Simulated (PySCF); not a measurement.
Species: C3H10NSi2 (doublet state).
Structure used (GFN2-xTB), in Å, numbered top down from 1:
```
atom  x, y, z in Å
C1     2.3705   -0.3756    0.0326
Si2    0.7077    0.3113   -0.5584
C3    -0.7214   -0.9428   -0.5200
C4    -2.0273   -0.1872   -0.2524
Si5   -1.6502    1.1962    1.0000
N6     0.0287    1.4188    0.5884
H7     2.2928   -0.8536    1.0042
H8     2.7584   -1.1065   -0.6691
H9     3.1024    0.4214    0.1128
H10    0.8572    0.9416   -1.8825
H11   -0.8039   -1.5215   -1.4406
H12   -0.5535   -1.6621    0.2844
H13   -2.3854    0.2383   -1.1913
H14   -2.8085   -0.8621    0.1024
H15   -1.7354    0.8069    2.4180
H16    0.5603    2.1858    0.9599
```

The hyperfine couplings belong to this conformer and change with its torsions.

The species is `C[Si@H]1CC[SiH]N1` [radical].

The calculation used PySCF 2.14.0, UKS B3LYP, pcH-1 on C H N Si, non-relativistic, mean-field spin-orbit, GIAO. One conformer (not necessarily the lowest) at the GFN2-xTB geometry, without solvent, vibrations or thermal averaging. Couplings are sensitive to structure, and on GFN2-xTB geometries they can be far from those on DFT ones, by a factor of two or more for some ions and for spin on atoms past the first row. Stability of the SCF solution: not tested.

(1) What is the g tensor, term by term?

(2) At 33.953 GHz, how far is the centre of the isotropic spectrum from where a free electron (g = 2.002319) resonates?

(3) What effective moment and Curie constant follow for a powder?

(4) In a frozen sample, at which fields do the three g values resonate at 9.5, 34, 94 and 263 GHz (hyperfine left aside), and which band first spreads them over more than twice a line width of 0.3 mT?

Results:

(1) 
```
                    Δg (ppm)     1     2     3
relativistic mass correction  -146  -146  -146
            gauge correction    49    52    92
   orbital Zeeman/spin–orbit  -384   275  1606
                       total  -481   182  1552
```

So g = 2.00184, 2.00250, 2.00387 and g_iso = 2.00274; the tensor is rhombic: the two nearest values differ by 33 % of g3 − g1. 

(2) B = hν/(g μB) with μB/h = 13.99624 MHz/mT gives 1211.53 mT for the free electron and 1211.27 mT at g_iso, 0.25 mT lower.

(3) With the mean of g² = 4.0110 and S(S+1) = 0.75: μ_eff = √(⟨g²⟩S(S+1)) = 1.734 μB and χT = 0.12505·⟨g²⟩·S(S+1) = 0.376 cm³ K/mol (cgs; spin-Hamiltonian part alone).

(4) 
```json
{"band": "X", "GHz": "9.5", "B(g3) mT": "338.72", "B(g2) mT": "338.95", "B(g1) mT": "339.07", "spread mT": "0.34"}
{"band": "Q", "GHz": "34.0", "B(g3) mT": "1212.27", "B(g2) mT": "1213.09", "B(g1) mT": "1213.50", "spread mT": "1.23"}
{"band": "W", "GHz": "94.0", "B(g3) mT": "3351.56", "B(g2) mT": "3353.85", "B(g1) mT": "3354.96", "spread mT": "3.40"}
{"band": "J", "GHz": "263.0", "B(g3) mT": "9377.23", "B(g2) mT": "9383.64", "B(g1) mT": "9386.75", "spread mT": "9.52"}
```

The spread grows in proportion to the frequency. Q band is the first where it exceeds 0.6 mT.

The largest Mulliken spin populations are on Si5 (+0.82), N6 (+0.08) and H15 (+0.07). No atom but Si5 exceeds +0.15. The angles at Si5 add up to 321.3°, so it is pyramidal.

The HOMO–LUMO gaps are 5.65 eV among the α and 4.77 eV among the β orbitals.
